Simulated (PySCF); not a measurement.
C₅H₄F₂O.

```xyz
12

O     -1.8299     1.3654     0.5472
C     -0.8647     0.7618     0.1578
C      0.5086     1.2652    -0.0748
C      1.2994     0.2054    -0.2946
F      2.5982     0.2450    -0.5293
C      0.6228    -1.1328    -0.2484
C     -0.8582    -0.7397    -0.2141
F     -1.5862    -1.4807     0.6766
H      0.8096     2.3112    -0.0239
H      0.8844    -1.6675     0.6793
H      0.9101    -1.7650    -1.1020
H     -1.3204    -0.8406    -1.2123
```
Charge 0, spin multiplicity 1.

Coordinates come from a ωB97X-D3(BJ)/def2-SVP optimisation. The structure was generated by enumeration; whether it is a known compound was not checked. The values are those of a single conformer.

The numbers are results of PBE/pcSseg-1 (PySCF), not measurements. Non-relativistic, no solvent.

Computed absolute GIAO shielding of each atom: isotropic value and principal components (ppm):
```json
[
 {"atom": "O1", "σ(iso)": "-292.9", "σ11": "-855.7", "σ22": "-371.1", "σ33": "348.2", "span": "1203.8"},
 {"atom": "C2", "σ(iso)": "-17.3", "σ11": "-100.4", "σ22": "-14.6", "σ33": "63.1", "span": "163.5"},
 {"atom": "C3", "σ(iso)": "65.8", "σ11": "-6.0", "σ22": "66.4", "σ33": "137.0", "span": "142.9"},
 {"atom": "C4", "σ(iso)": "-16.8", "σ11": "-116.2", "σ22": "9.8", "σ33": "55.9", "span": "172.0"},
 {"atom": "F5", "σ(iso)": "212.5", "σ11": "107.4", "σ22": "137.5", "σ33": "392.4", "span": "285.0"},
 {"atom": "C6", "σ(iso)": "140.7", "σ11": "124.7", "σ22": "140.4", "σ33": "157.1", "span": "32.4"},
 {"atom": "C7", "σ(iso)": "84.8", "σ11": "46.4", "σ22": "81.8", "σ33": "126.3", "span": "79.9"},
 {"atom": "F8", "σ(iso)": "374.1", "σ11": "340.7", "σ22": "386.5", "σ33": "395.1", "span": "54.3"},
 {"atom": "H9", "σ(iso)": "25.7", "σ11": "24.4", "σ22": "24.8", "σ33": "27.8", "span": "3.4"},
 {"atom": "H10", "σ(iso)": "28.4", "σ11": "25.7", "σ22": "27.3", "σ33": "32.4", "span": "6.7"},
 {"atom": "H11", "σ(iso)": "28.3", "σ11": "25.1", "σ22": "27.5", "σ33": "32.4", "span": "7.4"},
 {"atom": "H12", "σ(iso)": "26.1", "σ11": "22.8", "σ22": "27.1", "σ33": "28.5", "span": "5.7"}
]
```
